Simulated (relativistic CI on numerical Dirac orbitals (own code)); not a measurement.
**Fe⁴⁺: 3d valence photoemission**

Computed with this model: Dirac-Coulomb-Breit CI, KLI orbitals optimised for each configuration, model QED, valence Slater integrals scaled by 0.8, multiplet model of photoemission in the sudden approximation; configurations [Ar] 3d4 → [Ar] 3d3; 300 K; Lorentzian 0.42 eV and Gaussian 0.5 eV FWHM. Energies are those of the free ion, without screening or charge transfer. The energies are binding energies and can lie tens of eV above those of solids. S is read from ⟨S²⟩ = S(S + 1).

Field parameters in Wybourne normalisation: D3d B²₀ = −7Dσ, B⁴₀ = −14Dq − 21Dτ, B⁴₃ = −14√(10/7) Dq; D4h B²₀ = −7Ds, B⁴₀ = 21(Dq − Dt), B⁴₄ = 21√(5/14) Dq; Oh B⁴₀ = 21Dq, B⁴₄ = √(5/14) B⁴₀; Td as Oh with Dq negative (B⁴₀ = 21Dq, B⁴₄ = √(5/14) B⁴₀). The field is a parameter set, without covalency.

Computed curve for free ion, scaled to 100 at the maximum (points under 2 are left out and the grid is thinned):

| Energy (eV) | Intensity |
| --- | --- |
| 72.0 | 2.1 |
| 72.1 | 2.4 |
| 72.2 | 2.7 |
| 72.3 | 3.0 |
| 72.4 | 3.4 |
| 72.5 | 3.9 |
| 72.6 | 4.6 |
| 72.7 | 5.4 |
| 72.8 | 6.5 |
| 72.9 | 8.0 |
| 73.0 | 10.1 |
| 73.1 | 13.2 |
| 73.2 | 17.8 |
| 73.3 | 24.8 |
| 73.4 | 35.1 |
| 73.5 | 49.1 |
| 73.6 | 66.0 |
| 73.7 | 82.9 |
| 73.8 | 95.6 |
| 73.9 | 100.0 |
| 74.0 | 94.6 |
| 74.1 | 81.4 |
| 74.2 | 64.4 |
| 74.3 | 47.9 |
| 74.4 | 34.5 |
| 74.5 | 24.7 |
| 74.6 | 18.2 |
| 74.7 | 13.9 |
| 74.8 | 11.2 |
| 74.9 | 9.5 |
| 75.0 | 8.4 |
| 75.1 | 7.9 |
| 75.2 | 7.8 |
| 75.3 | 8.2 |
| 75.4 | 9.1 |
| 75.5 | 11.0 |
| 75.6 | 14.0 |
| 75.7 | 18.6 |
| 75.8 | 24.8 |
| 75.9 | 32.0 |
| 76.0 | 38.7 |
| 76.1 | 43.0 |
| 76.2 | 43.4 |
| 76.3 | 39.7 |
| 76.4 | 33.1 |
| 76.5 | 25.7 |
| 76.6 | 18.9 |
| 76.7 | 13.7 |
| 76.8 | 10.1 |
| 76.9 | 7.6 |
| 77.0 | 6.0 |
| 77.1 | 4.8 |
| 77.2 | 3.9 |
| 77.3 | 3.3 |
| 77.4 | 2.8 |
| 77.5 | 2.4 |
| 77.6 | 2.1 |

The ground state has S = 2.00, and the centroid lies at 74.58 eV.
